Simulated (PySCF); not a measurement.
Compound: C8H7F3O.
InChI=1S/C8H7F3O/c9-7(8(10)11)5-1-3-6(12)4-2-5/h1,3,5H,2,4H2/t5-/m0/s1

The closed-shell ground state was solved at several levels (PySCF, density fitting, gas phase, non-relativistic). Isolated species at its PBE0-D3(BJ)/def2-SVP geometry (one conformer only).

```tsv
level	basis functions	total energy (Eh)	HOMO (eV)	LUMO (eV)	gap (eV)	dipole (D)
PBE0/pcSseg-1	239	-682.9719	-7.36	-1.80	5.56	2.53
B97-2/pcSseg-2	530	-683.8027	-7.07	-1.88	5.19	2.59
PBE0/def2-SVPD	308	-682.5745	-7.42	-1.89	5.53	2.57
```

Task: What might B3LYP/pcJ-1 (394 basis functions) give for the same quantities?

Result: Total energy -683.7747 Eh, HOMO -7.08 eV, LUMO -1.98 eV, gap 5.10 eV, dipole 2.51 D.

Task: Over all these levels, which gives the widest orbital gap and which the narrowest?

Result: PBE0/pcSseg-1 (global hybrid, 25 % exact exchange) has the widest, 5.56 eV, and B3LYP/pcJ-1 (global hybrid, 20 % exact exchange) the narrowest, 5.10 eV. Functional and basis both differ between the two, so the spread mixes both effects.

Task: How far do the dipole and the HOMO energy spread over the levels?

Result: The dipole runs from 2.51 to 2.59 D (mean 2.55 D) and the HOMO from -7.42 to -7.07 eV.
